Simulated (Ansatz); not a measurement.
| atom | x (Å) | y (Å) | z (Å) |
| --- | --- | --- | --- |
| O | 0.0000 | 0.0000 | -0.1292 |
| H | 0.0000 | 0.8145 | 0.5169 |
| H | 0.0000 | -0.8145 | 0.5169 |

Basis set: def2-TZVP (spherical functions). Frozen core: 1 orbital. Charge 0, multiplicity 1.

Computed with Ansatz (development build ahead of 0.2.0); each method stands on the lowest determinant of its kind that the runs found. Restricted open shells among the atoms or ions are ROHF, correlated in semicanonical orbitals with singles.

The atomization energy at this shape (free ground-state atoms in the same class of orbitals less the molecule, no zero-point energy) of singlet H₂O:

```csv
method,atomization energy
RHF,146.72 kcal/mol
```

Task: What does RHF-MP2 give?

Result: 217.49 kcal/mol. Caution: the shape is not the minimum.
